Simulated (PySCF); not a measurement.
## From orbital energies to the Hartree-Fock energy

System: C2H6Al (SMILES [CH3][Al+][CH3]), charge +1, singlet, at a GFN2-xTB geometry (such geometries of metal compounds can be far from the true shape). Level: PySCF with DF-HF/aug-cc-pVDZ. Sums are taken with unrounded values, so a last digit can differ.

Occupied orbital energies (Eh, each doubly occupied): -58.74232, -11.41843, -11.41842, -5.15386, -3.46671, -3.46671, -3.46302, -1.12449, -1.11700, -0.73924, -0.73924, -0.73552, -0.73552, -0.71274, -0.61781. One-electron energy -609.10580 Eh, nuclear repulsion 87.29240 Eh.

Q: Work out the total energy, and say why twice the sum of orbital energies isn't the electronic energy.

A: Twice the sum of the occupied levels is -207.30207 Eh. It holds the one-electron energy once and the electron-electron energy twice, since each pair is counted from both sides: 2Σε = E1 + 2 E2. So E2 = (-207.30207 - (-609.10580))/2 = 200.90186 Eh, and E = E1 + E2 + E_nuc = -320.91154 Eh. PySCF's converged energy is -320.91154 Eh.
